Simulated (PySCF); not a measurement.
hydrogen telluride (H2Te), singlet, at a GFN2-xTB geometry (core potentials on Te), atoms displaced at random by about 0.08 Å a coordinate. Base run: PBE/def2-TZVP, gradient (PySCF).

PySCF was given this input:
```python
from pyscf import gto, scf, dft

mol = gto.Mole()
mol.atom = '''
    Te   -0.04603723    0.15675997    0.01497349
    H    -1.14366118   -1.10599491   -0.12613290
    H     1.18898177   -1.04582880   -0.10880613
'''
mol.basis = 'def2-tzvp'
mol.ecp = {'Te': 'def2-tzvp'}
mol.verbose = 4
mol.build()

mf = dft.RKS(mol)
mf.xc = 'pbe'
mf.kernel()
g = mf.nuc_grad_method()
grad = g.kernel()
```

The coordinate followed is x of atom 2.

The base run was repeated with changes; each row names its change, and settings that it needs were set with it.

| change | dE/dx (Eh/bohr) | net force (Eh/bohr) |
|---|---|---|
| base | 0.000325 | 0.000004 |
| density fitting = on | 0.000338 | 0.000004 |
| grids.level = 5; grid_response = off | 0.000325 | 0.000011 |
| finite difference step (bohr) = 0.2; conv_tol = 1e-11 | 0.000739 | - |
| conv_tol = 1e-4 | 0.000490 | 0.000004 |
| finite difference step (bohr) = 0.01; conv_tol = 1e-11 | 0.000324 | - |
| grids.level = 1; grid_response = off | 0.000318 | 0.000037 |
| finite difference step (bohr) = 0.05; conv_tol = 1e-11 | 0.000350 | - |
| grid_response = on | 0.000324 | 0.000000 |
| grids.level = 5; grid_response = on | 0.000325 | 0.000000 |
| finite difference step (bohr) = 1e-5; conv_tol = 1e-11 | 0.000324 | - |
| conv_tol = 1e-11 | 0.000325 | 0.000004 |

The net force is zero for an exact gradient.
